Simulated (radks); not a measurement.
The numbers below are computed, except where a source is named.
All-electron atom: Sc XVIII in 1s1.5 2s2 3s0.5 (fractional occupations, a model configuration). Level of theory: scalar-relativistic Kohn-Sham, r2SCAN, spin-unpolarised, spherical densities, finite nucleus; meta-GGA in the generalised Kohn-Sham scheme; Fermi nuclear charge, rms radius 3.5459 fm (a radial shooting solver on a logarithmic mesh with Libxc functionals).

Local quantities along the radius. ELF = 1/(1 + alpha^2) is the electron localisation function; alpha = (tau - tau_W)/tau_unif compares the Pauli kinetic energy density with that of the uniform gas. tau is taken from the large components.

```
   r/bohr * ELF (the largest magnitude, 1, reaches the edge; | marks zero)
 0.004309 |                                                      *
 0.005434 |                                                      *
 0.006908 |                                                      *
 0.008711 |                                                      *
  0.01107 |                                                      *
  0.01397 |                                                      *
  0.01775 |                                                      *
  0.02239 |                                                      *
  0.02846 |                                                      *
   0.0359 |                                                      *
  0.04563 |                                                      *
  0.05755 |                                                      *
  0.07316 |                                                    *
  0.09226 |                             *
   0.1173 |  *
   0.1479 | *
    0.188 |                 *
   0.2371 |                                                   *
   0.3015 |                                                    *
   0.3802 |                                  *
   0.4833 |  *
   0.6095 | *
   0.7748 |                       *
   0.9771 |                                                  *
    1.242 |                                                      *
    1.567 |                                                      *
    1.991 |                                                      *
```

On this mesh the ELF has minima near r = 0.13, 0.54 bohr, which separate the shells, and maxima near 0.27 (0.98).
